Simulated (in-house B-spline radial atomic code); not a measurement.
Successive ionisation energies of germanium; each step leads to the configuration of the next row (after the last: bare). NIST's values go from ground level to ground level; the uncertainty of those that are theory runs from under 0.1 % in few-electron ions to several per cent in heavy many-electron ones. Computed with a radial B-spline atomic code at the basis-set limit: non-relativistic Hartree-Fock, average of the configuration, point nuclei.

This level leaves out relativity, spin-orbit splitting included, which matters for heavy ions.

```csv
ion,configuration,ionisation energy (eV),tabulated value (eV),computed minus tabulated (eV),highest orbital,largest mean radius (bohr)
Ge25+,[He] 2s2 2p3,2568.4,2575,-7,2p,0.20282
Ge26+,[He] 2s2 2p2,2704.3,2737.1,-33,2p,0.20081
Ge27+,[He] 2s2 2p1,2843.1,2881.9,-39,2p,0.19884
Ge28+,[He] 2s2,3018.1,3074,-56,2s,0.1969
Ge29+,[He] 2s1,?,?,?,?,?
Ge30+,1s2,?,?,?,?,?
Ge31+,1s1,13932.2,14119.45,-187,1s,0.046875
```

(1) Fill in the row of Ge29+.

(2) Fill in the row of Ge30+.

(3) Where is the largest jump?

(4) How far is this level of theory from the measured and semi-empirical values?

Results:

(1) ionisation energy (eV): 3143.3; tabulated value (eV): 3194.293; computed minus tabulated (eV): -51; highest orbital: 2s; largest mean radius (bohr): 0.19512.

(2) ionisation energy (eV): 13391.0; tabulated value (eV): 13557.42; computed minus tabulated (eV): -166; highest orbital: 1s; largest mean radius (bohr): 0.047431.

(3) From Ge29+ to Ge30+, by a factor of 4.26 (3143.3 to 13391 eV); the highest orbital goes from 2s to 1s.

(4) Over those 4 rows the differences run from -55.9 to -6.65 eV (mean absolute value 34 eV). The calculation leaves out relativity, correlation and, in open shells, the multiplet splittings that an average leaves out.
